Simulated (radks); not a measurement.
Numerical settings for the caesium ion Cs+, [Xe]. All-electron calculation, scalar-relativistic Kohn-Sham, PBE, spin-polarised, spherical densities, finite nucleus; Fermi nuclear charge, rms radius 4.8041 fm. Program: a radial shooting solver on a logarithmic mesh with Libxc functionals. The defaults (mesh step 0.008 in ln r, mesh end at 40 bohr or more with all orbitals vanishing there, Anderson mixing 0.5 over 9 steps, residual threshold near 1e-9 with the energy settled to 1e-9 hartree or 1e-11 of itself, here a cap of 83 iterations) give E = -7786.4924 hartree and 5p at -18.671 eV in 13 iterations. Run on one thread of a shared host, so times are rough (Arm Neoverse V2): 0.18 s of CPU time, 0.18 s wall, 13 iterations on 2314 mesh points. Changes against that run (0 stands for a change within the tolerance of the run):

mesh step in ln r 0.08: iterations 6; converged no; E (mhartree) diverged; CPU (s) 0.04
mesh step in ln r 0.05: iterations 13; converged yes; E (mhartree) +0.0441; e(5p) (meV) -0.00407; CPU (s) 0.04
mesh step in ln r 0.2: iterations 4; converged no; E (mhartree) diverged; CPU (s) 0.02
mesh end (bohr) 8: iterations 13; converged yes; E (mhartree) +0.0652; e(5p) (meV) +3.49; CPU (s) 0.17
mesh end (bohr) 5: iterations 13; converged yes; E (mhartree) +31.9; e(5p) (meV) +672; CPU (s) 0.17
residual threshold 1e-16: iterations 83; converged no; E (mhartree) 0; e(5p) (meV) 0; CPU (s) 0.51
residual threshold 0.001: iterations 9; converged yes; E (mhartree) 0; e(5p) (meV) +0.239; CPU (s) 0.14
mixing 2.5: iterations 20; converged yes; E (mhartree) 0; e(5p) (meV) 0; CPU (s) 0.25
linear mixing, mixing 0.05: iterations 83; converged no; E (mhartree) +0.872; e(5p) (meV) -84.2; CPU (s) 1.1
linear mixing, mixing 1: iterations 27; converged no; E (mhartree) diverged; CPU (s) 0.45
mixing history 2: iterations 21; converged yes; E (mhartree) 0; e(5p) (meV) 0; CPU (s) 0.24
iteration cap 2: iterations 2; converged no; E (mhartree) +181; e(5p) (meV) -8.47e+03; CPU (s) 0.04

Settings that end as converged yet miss the energy by more than 1 mhartree: mesh end (bohr) 5 (+0.0319 hartree). A mesh that ends early acts as a hard wall.
